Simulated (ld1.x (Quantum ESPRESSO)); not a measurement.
**Logarithmic derivatives: carbon, RRKJ**

C (Z = 6), norm-conserving RRKJ (Kleinman–Bylander form), made with ld1.x (Quantum ESPRESSO) 7.5 (PBE, scalar-relativistic). Core [He], reference 2s2 2p1.5 (charge +0.5). Waves: 2s (bound): rc 1.00 bohr; 2p (bound): rc 2.05 bohr; 3d channel at 0.05 Ry: rc 2.05 bohr. Local part: the d channel. Core correction: none. rho0 = 0.01.

The phase is arctan(r·u′/u) with u = r·R(r), unwrapped; energies in Ry, scanned from -3 to 5 Ry. A pole is an energy at which the radial function vanishes at the test radius. The pseudo phase is shifted by a multiple of π to meet the all-electron one at the reference energy, and phase errors are pseudo minus all-electron; the curves can meet again beyond the range given. Levels narrower than the energy grid can be missing from the lists of poles.

| channel | radius (bohr) | reference energy (Ry) | poles, all-electron | poles, pseudo | unbroken range about the reference energy with phases within 0.05 rad | phase error 1 Ry above the reference energy (rad) |
| --- | --- | --- | --- | --- | --- | --- |
| s | 2.26 | -1.42 | -0.79 | -0.79 | below 1.9 | -0.001 |
| p | 2.26 | -0.79 | -0.16 | -0.15 | below 1.6 | +0.006 |
| d | 2.26 | 0.05 | 3.77 | 3.81 | the whole range | +0.002 |

Phases in the d channel:

| E (Ry) | all-electron | pseudo |
| --- | --- | --- |
| -3.00 | 1.329 | 1.329 |
| -2.52 | 1.311 | 1.311 |
| -2.04 | 1.288 | 1.288 |
| -1.56 | 1.257 | 1.258 |
| -1.08 | 1.216 | 1.216 |
| -0.60 | 1.157 | 1.157 |
| -0.12 | 1.061 | 1.061 |
| 0.36 | 0.887 | 0.887 |
| 0.84 | 0.503 | 0.504 |
| 1.32 | -0.292 | -0.289 |
| 1.80 | -0.967 | -0.963 |
| 2.28 | -1.265 | -1.262 |
| 2.76 | -1.412 | -1.409 |
| 3.24 | -1.501 | -1.497 |
| 3.72 | -1.565 | -1.560 |
| 4.20 | -1.617 | -1.611 |
| 4.68 | -1.666 | -1.657 |
